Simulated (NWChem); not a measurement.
A series in which one site is exchanged, each optimised at PBE0/def2-SVP with NWChem, gas phase unless a solvent is named. This build's default masses of Se (78.918 u) and Br (79.917 u) are each other's, which moves their modes by up to 0.6 %. Some are not confirmed as minima by frequencies. def2 effective core potentials on Hf; no spin-orbit coupling.

A: [GeH3][Br] (GeH3Br; site = Ge)
B: [TiH3][Br] (TiH3Br; site = Ti)
C: [Br][HfH3] (HfH3Br; site = Hf)
D: [SiH3]Br (SiH3Br; site = Si)

Rank them by static polarisability, PBE/def2-SVPD (bohr³), lowest first.

D (52.2), A (56.3), B (67.5), C (71.8)
